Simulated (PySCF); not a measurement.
**Ions at one geometry of [La(NH2)2]+**

PySCF 2.14.0, RKS PBE0, La def2-SVP with ECP46, N def2-SVP, H def2-SVP; non-relativistic Hamiltonian with scalar-relativistic core potentials where named; density fitting; no spin-orbit coupling; singlets restricted, open shells unrestricted. The geometry is relaxed for charge +1, singlet, vacuum:

```xyz
7

La    0.0000    0.7758   -0.0018
N     1.7531    0.0266    1.1028
H     1.7024   -0.5491    1.9480
H     2.7484    0.1565    0.9069
N    -1.7531    0.0266    1.1028
H    -2.7484    0.1565    0.9069
H    -1.7024   -0.5491    1.9480
```

Energies count from the relaxed state; an electron taken off or put on is at rest in vacuum. Charges and spins are Mulliken's.

```
                     state  energy (eV)  spin squared  charge on La1 (e)  spin on La1 (e)  dipole about the centre of mass (D)
charge +1, singlet, vacuum         0.00          0.00               1.22             0.00                                 2.93
 charge 0, doublet, vacuum        -4.74          0.75               0.41             1.05                                 0.34
```

What does the state charge +2, doublet, vacuum give?

energy (eV) 13.29, spin squared 0.79, charge on La1 (e) 1.60, spin on La1 (e) -0.11, dipole about the centre of mass (D) 0.69.

With an electron taken off (doublet) the charges change, summed by element, by La +0.38 e, N +0.35 e, H +0.27 e. The vertical ionisation energy is 13.29 eV, against −ε(HOMO) = 11.29 eV of the relaxed state. The level lies 2.0 eV too high, as is usual for semilocal functionals and global hybrids, which keep a self-interaction error.

With an electron put on (doublet) the charges change, summed by element, by La -0.81 e, N -0.02 e, H -0.17 e. The vertical electron affinity is 4.74 eV, against −ε(LUMO) = 6.13 eV of the relaxed state.

Open shells may have lower solutions than those found.
